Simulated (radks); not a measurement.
Species: As2+. Configuration: [Ar] 3d10 4s2 4p1. All-electron calculation, scalar-relativistic Kohn-Sham, LDA (Slater exchange, VWN5 correlation), spin-polarised, spherical densities, finite nucleus; open shells are filled with parallel spins first; Fermi nuclear charge, rms radius 4.0968 fm. Program: a radial shooting solver on a logarithmic mesh with Libxc functionals. Some entries of the table are withheld. Estimate them.

orbital,occ.,eigenvalue (hartree),<1/r> (bohr^-1)
1s up,1,-430.7164,33.42
1s down,1,-430.7142,33.42
2s up,1,-55.33839,7.356
2s down,1,-55.33715,7.356
2p up,3,-48.67567,7.216
2p down,3,-48.67375,7.216
3s up,1,-7.75219,2.383
3s down,1,-7.74936,2.383
3p up,3,-5.69124,2.232
3p down,3,-5.68789,2.233
3d up,5,-2.28956,1.911
3d down,5,-2.28425,1.914
4s up,1,-1.25716,0.7307
4s down,1,-1.22127,0.7333
4p up,1,-0.85954,0.6107
4p down,0,-0.82309,0.6092
5s up,0,-0.39416,(1)
5s down,0,-0.38199,(2)
4d up,0,(3),(4)
4d down,0,(5),(6)

Answer. 
(1) 5s up <1/r> (bohr^-1): 0.3108
(2) 5s down <1/r> (bohr^-1): 0.3029
(3) 4d up eigenvalue (hartree): -0.37850
(4) 4d up <1/r> (bohr^-1): 0.3882
(5) 4d down eigenvalue (hartree): -0.35382
(6) 4d down <1/r> (bohr^-1): 0.3722
